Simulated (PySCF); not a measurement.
Vertical excitations of a molecule C₅H₉F from TDA-PBE0/def2-SVPD (PySCF 2.14.0), as energy in eV (oscillator strength): 6.86 (0.025), 7.57 (0.433), 7.78 (0.015), 7.82 (0.032), 7.88 (0.003), 8.05 (0.106), 8.61 (0.009), 8.73 (0.009), 8.77 (0.023), 8.82 (0.003). Lowest triplet (TDA): 4.30 eV. Coordinates come from a ωB97X-D3(BJ)/def2-SVP optimisation. Other conformers were not sampled.

Task: Which molecule gave these data?
(A) C[C@@H]1CC[C@H]1F
(B) CC1(F)CCC1
(C) C[C@@H]1C(F)[C@H]1C
(D) C=C(C)[C@H](C)F

Result: D, C=C(C)[C@H](C)F
